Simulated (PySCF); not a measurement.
Species: C₄H₉BS.
SMILES: `C=CCBSC`

Computed, not measured: TDDFT CAM-B3LYP/def2-SVPD, vertical, gas phase, core orbitals frozen in the response in PySCF. Isolated species at its PBE0-D3(BJ)/def2-SVP geometry (one conformer only). Torsions of this conformer, `[CH2:1]=[CH:2][CH2:3][BH:4][S:5][CH3:6]`: C1–C2–C3–B4 -117°, C2–C3–B4–S5 135°, C3–B4–S5–C6 -1°.

Computed singlets with f of 0.002 or more:

```json
{"state": "S1", "λ (nm)": "218.4", "f": "0.023"}
{"state": "S2", "λ (nm)": "201.5", "f": "0.202"}
{"state": "S5", "λ (nm)": "180.4", "f": "0.0041"}
{"state": "S6", "λ (nm)": "176.7", "f": "0.088"}
{"state": "S7", "λ (nm)": "170.7", "f": "0.249"}
{"state": "S8", "λ (nm)": "169.2", "f": "0.114"}
{"state": "S9", "λ (nm)": "165.9", "f": "0.0043"}
{"state": "S10", "λ (nm)": "161.8", "f": "0.060"}
```

**Question.** Turn these into Einstein A coefficients, radiative lifetimes, transition dipoles and integrated cross-sections.

**Answer.** For one non-degenerate pair of states in vacuum, A = 0.6670 f ν̃² s⁻¹ with ν̃ in cm⁻¹, τ = 1/A, |μ|² = 3f / (2ΔE) in atomic units, and the integrated cross-section is ∫σ dE = 109.76 f Mb·eV.

| state | A (s⁻¹) | τ | \|μ\| (D) | ∫σ dE (Mb·eV) |
| --- | --- | --- | --- | --- |
| S1 | 3.3×10⁷ | 31 ns | 1.04 | 2.6 |
| S2 | 3.3×10⁸ | 3 ns | 2.94 | 22 |
| S5 | 8.4×10⁶ | 120 ns | 0.40 | 0.45 |
| S6 | 1.9×10⁸ | 5.3 ns | 1.82 | 9.6 |
| S7 | 5.7×10⁸ | 1.8 ns | 3.01 | 27 |
| S8 | 2.7×10⁸ | 3.7 ns | 2.03 | 13 |
| S9 | 1.0×10⁷ | 96 ns | 0.39 | 0.47 |
| S10 | 1.5×10⁸ | 6.5 ns | 1.44 | 6.6 |

Leading configurations: S1 H→L (88%); S2 H-1→L (93%); S5 H→L+1 (34%); S6 H-2→L (39%); S7 H→L+3 (80%); S8 H-1→L+2 (54%); S9 H→L+2 (49%); S10 H→L+5 (30%) (H = HOMO, L = LUMO).

These lifetimes count emission to the ground state at the vertical energy alone; relaxation of the geometry and all other decay channels are left out.

**Question.** How much energy does a mole of photons resonant with S7 carry?

**Answer.** 7.265 eV × 96.485 = 701 kJ/mol (168 kcal/mol).

**Question.** What is the integrated cross-section of all computed states together?

**Answer.** Σf = 0.748 over S1 to S10, so 109.76 × Σf ≈ 82.1 Mb·eV.

**Question.** Which computed singlets stay under f = 0.002?

**Answer.** S3 (6.68 eV, f 0.0018) and S4 (6.82 eV, f 0.0007).

The vertical ionisation energy (ΔSCF) is 9.35 eV, 1.69 eV above S10.
